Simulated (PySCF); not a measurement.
FHPb, neutral, multiplicity 1. Atoms are numbered in the order given.

```xyz
3

Pb     0.0240     0.2007     0.0000
H     -1.8392     0.3497     0.0000
F     -0.0147    -1.8679     0.0000
```
Charge 0, spin multiplicity 1.

Geometry optimised at B3LYP-D3(BJ)/def2-TZVP. The def2 effective core potentials stand for the cores of Pb; spin–orbit coupling is left out.

Calculation: TDA-B3LYP/def2-TZVPD (PySCF).

Vertical excitations. Isolated molecule, no solvent. State labels are in the subgroup Cs.

```json
[
 {"state": "S1", "symmetry": "A\"", "energy (eV)": "2.85", "λ (nm)": "435", "f": "0.009", "main pairs": "HOMO→LUMO 99 %"},
 {"state": "S2", "symmetry": "A'", "energy (eV)": "4.87", "λ (nm)": "255", "f": "0.015", "main pairs": "HOMO→LUMO+1 97 %"},
 {"state": "S3", "symmetry": "A\"", "energy (eV)": "5.21", "λ (nm)": "238", "f": "0.013", "main pairs": "HOMO−1→LUMO 94 %"},
 {"state": "S4", "symmetry": "A\"", "energy (eV)": "5.42", "λ (nm)": "229", "f": "0.012", "main pairs": "HOMO−3→LUMO 94 %"},
 {"state": "S5", "symmetry": "A'", "energy (eV)": "5.70", "λ (nm)": "218", "f": "0.009", "main pairs": "HOMO−2→LUMO 89 %"},
 {"state": "S6", "symmetry": "A'", "energy (eV)": "6.22", "λ (nm)": "199", "f": "0.323", "main pairs": "HOMO→LUMO+2 81 %, HOMO→LUMO+3 17 %"},
 {"state": "S7", "symmetry": "A\"", "energy (eV)": "7.24", "λ (nm)": "171", "f": "0.005", "main pairs": "HOMO−2→LUMO+1 98 %"},
 {"state": "S8", "symmetry": "A'", "energy (eV)": "7.25", "λ (nm)": "171", "f": "0.012", "main pairs": "HOMO−1→LUMO+1 52 %, HOMO−3→LUMO+1 38 %"},
 {"state": "S9", "symmetry": "A'", "energy (eV)": "7.47", "λ (nm)": "166", "f": "0.343", "main pairs": "HOMO→LUMO+3 65 %, HOMO→LUMO+2 12 %"},
 {"state": "S10", "symmetry": "A\"", "energy (eV)": "7.66", "λ (nm)": "162", "f": "0.164", "main pairs": "HOMO→LUMO+4 98 %"},
 {"state": "T1", "symmetry": "A\"", "energy (eV)": "2.26", "λ (nm)": "548", "f": "0", "main pairs": "HOMO→LUMO 99 %"},
 {"state": "T2", "symmetry": "A'", "energy (eV)": "4.37", "λ (nm)": "284", "f": "0", "main pairs": "HOMO→LUMO+1 98 %"},
 {"state": "T3", "symmetry": "A\"", "energy (eV)": "4.90", "λ (nm)": "253", "f": "0", "main pairs": "HOMO−1→LUMO 93 %"},
 {"state": "T4", "symmetry": "A'", "energy (eV)": "4.99", "λ (nm)": "249", "f": "0", "main pairs": "HOMO−2→LUMO 99 %"}
]
```
Triplets are in the Tamm–Dancoff approximation.
